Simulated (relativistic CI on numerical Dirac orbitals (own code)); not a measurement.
Hyperfine structure of Er LVII, mass number 167

Computed by Dirac-Coulomb-Breit CI, separate exchange-only KLI orbitals for each configuration, QED by a radiative potential, unscaled Slater integrals (own radial code, finite nucleus).

CI space (outside the closed core [Ne]): 3s², 3s3p, 3p², 3s3d, 3d², 3p3d, 3p4s, 3d4s, 3s4s, 3s4p, 3s4d, 3s4f, 3s5s, 3s5p, 3s5d, 4s². Levels of other configurations are missing.

Nuclear spin I = 7/2, μ = -0.5623 μN, Q = 3.57 b (tables of Stone and Pyykkö). The electronic factors are computed for point nuclear moments, without core polarisation or the Bohr-Weisskopf and QED corrections.

| Level | E (eV) | A (GHz) | B (GHz) |
| --- | --- | --- | --- |
| 3s3p ³P°1 | 135.694 | -432.6 | -164 |
| 3s3p ³P°2 | 369.346 | -185.9 | 1180 |
| 3s3p ¹P°1 | 403.657 | 127.1 | 746 |
| 3p² ¹D2 | 525.941 | -82.2 | 1050 |
| 3p² ³P1 | 527.437 | 20.27 | 590 |
| 3s3d ³D1 | 562.503 | 148.1 | 106 |
| 3s3d ³D2 | 572.767 | -148.4 | 220 |
| 3s3d ³D3 | 618.664 | -115.4 | 265 |

Levels with J = 0, under 50 % of one LS term, or S terms without an open s electron are left out. Small factors come from cancelling terms and can be off by tens of per cent or more.

At this charge energies of transitions that change n are usually good to better than 1 %, and those within a shell (Δn = 0) to a few per cent.

Task: Give the hyperfine levels of 3s3p ³P°1 relative to its centre of gravity.

Result: With K = F(F + 1) − I(I + 1) − J(J + 1), E = AK/2 + B[¾K(K + 1) − I(I + 1)J(J + 1)]/[2I(2I − 1)J(2J − 1)]: F = 5/2: 1859, F = 7/2: 549.6, F = 9/2: -1555 GHz.

LS names give the leading component of a level, which can be under half, so a name can repeat, a term be missing and a line seem to break the LS rules.
